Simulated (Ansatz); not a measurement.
Calculated with Ansatz (gas phase, PBE0-D4/def2-TZVP geometries, no zero-point term in ΔE). CCSD(T)/CBS adds triple-zeta CCSD(T) − MP2 to the extrapolated MP2 energy (def2 sets, frozen cores). This one scheme is used for every species, atoms too. DFT in def2-TZVPP. B3LYP here is the variant with VWN-RPA as its local correlation; programs differ in this. HSE06 is defined as in plane-wave codes. No spin–orbit coupling; open shells (•) take unrestricted orbitals. Spin–orbit coupling would lower the free atoms: a little for Cl, O; strongly for In. Elements past krypton have def2 core potentials. Bonds to In are less sure, by a few kJ/mol each and by 10 to 20 or more in all where they break to atoms, as the def2 sets lack core-valence functions.

Reaction (atomization): `[Cl][In@H-]1[OH+][In@@H-]([Cl])[OH+]1` → 2 Cl• + 4 H• + 2 In• + 2 O•

| level | ΔE (kJ/mol) |
| --- | --- |
| ωB97M-V | 2955.3 |
| PBE | 2905.5 |
| BLYP | 2789.1 |
| r2SCAN | 2942.7 |
| B3LYP | 2812.7 |
| r2SCANh | 2912.7 |
| HSE06 | 2856.7 |
| MP2/def2-TZVPP | 2943.3 |

Q: What does CCSD(T)/CBS give? (An estimate is asked.)

A: Computed: +2993.2 kJ/mol. The listed levels differ from it by -37.9, -87.7, -204.1, -50.5, -180.5, -80.5, -136.5, -49.9 kJ/mol.

Largest T1 diagnostic among the species: 0.015.

In def2-TZVPP, CCSD(T) changes the Hartree–Fock value by +848.1 kJ/mol (the triples alone add +60.8 kJ/mol) and MP2 by +912.6 kJ/mol; breaking electron pairs costs correlation energy, which Hartree–Fock lacks. From r2SCAN to r2SCAN0 (25 % exact exchange), in def2-TZVPP and without D4, ΔE moves by −72.2 kJ/mol: exact exchange takes away binding that semilocal exchange gives to molecules. Leaving LDA and LC-ωPBE aside and taking each functional with its dispersion term where it has one, the values, not all of them listed here, spread over 174.2 kJ/mol, from BHLYP-D4 to B97M-V. LDA lies +491.1 kJ/mol from PBE without D4, its usual overbinding.

For atomizations the MP2-based limit and the directly extrapolated one differ by several kJ/mol either way, and by 10 to 25 for some Ge, Se and Sn compounds, so smaller differences from it don't rank the levels.
